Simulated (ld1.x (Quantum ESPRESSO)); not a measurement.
## carbon: one change to an ultrasoft potential, before and after

| Quantity | Value |
| --- | --- |
| Element | C |
| Generator | ld1.x (Quantum ESPRESSO) 7.5 |
| Type | ultrasoft |
| Functional | PBEsol |
| Relativity | scalar-relativistic |
| Frozen core | [He] |
| Valence charge | 4 |
| Reference configuration | 2s2 2p2 |
| Partial waves | 2s (bound): rcut 0.95, rcutus 1.20 bohr; 2s channel at 0.1 Ry: rcut 0.95, rcutus 1.20 bohr; 2p (bound): rcut 1.85, rcutus 2.10 bohr; 2p channel at 1.6 Ry: rcut 1.85, rcutus 2.10 bohr; 3d channel at 0.15 Ry: rcut 1.50, rcutus 2.05 bohr; 3d channel at 1.75 Ry: rcut 1.50, rcutus 2.05 bohr |
| Local potential | all-electron potential smoothed inside 2.10 bohr (lloc = -1) |
| Core correction | Bessel-smoothed model core inside 0.95 bohr |
| Augmentation charge | PSQ, radius 0.90 bohr |

Change: local potential all-electron potential smoothed inside 1.10 bohr (lloc = -2).

Cutoffs: the cutoffs (Ry, on a coarse ladder) from which the occupation-weighted sum of valence levels, in a spherical-Bessel basis at the reference potential, stays within 10 and 1 mRy of its value at 400 Ry; they do not see the model core or the augmentation charge, which bear on the density cutoff. Errors are all-electron minus pseudo energies relative to the spin-unpolarised reference configuration.

What does the change do?

The potential gets neither clearly harder nor softer (15 Ry and 25 Ry → 15 Ry and 25 Ry); of the 7 tests that both files solve, the error grows in 1 and shrinks in 0 by more than 15 % and 0.3 meV (median size 6.3 → 6.7 meV); the range in which the p phases agree narrows (upper end at the end of the scan → 2.6); neither file shows a bound ghost.

```tsv
quantity	base	changed
cutoff, loose	15 Ry	15 Ry
cutoff, tight	25 Ry	25 Ry
bound ghosts	none	none
error for 2s2 2p1, meV [ΔE 10.79 eV]	+6.3	+6.7
error for 2s2 2p0, meV [ΔE 34.81 eV]	+21	+19
error for 2s1 2p0, meV [ΔE 82.77 eV]	+51	+47
error for 2s1 2p2, meV [ΔE 19.50 eV]	+1.9	+2.9
error for 2s1 2p3, meV [ΔE 8.43 eV]	+5.3	+5.2
error for 2s2 2p2.3, meV [ΔE -1.14 eV]	+0.4	+0.6
error for 2s0 2p4, meV [ΔE 16.87 eV]	+21	+21
s: phases at 2.29 bohr within 0.05 rad from the reference energy up to (Ry; the scan ends near 5)	to the end of the scan	to the end of the scan
p: phases at 2.29 bohr within 0.05 rad from the reference energy up to (Ry; the scan ends near 5)	to the end of the scan	2.6
d: phases at 2.29 bohr within 0.05 rad from the reference energy up to (Ry; the scan ends near 5)	to the end of the scan	to the end of the scan
lowest overlap eigenvalue by channel	s 0.61, p 0.35, d 0.98	s 0.55, p 0.39, d 0.27
```
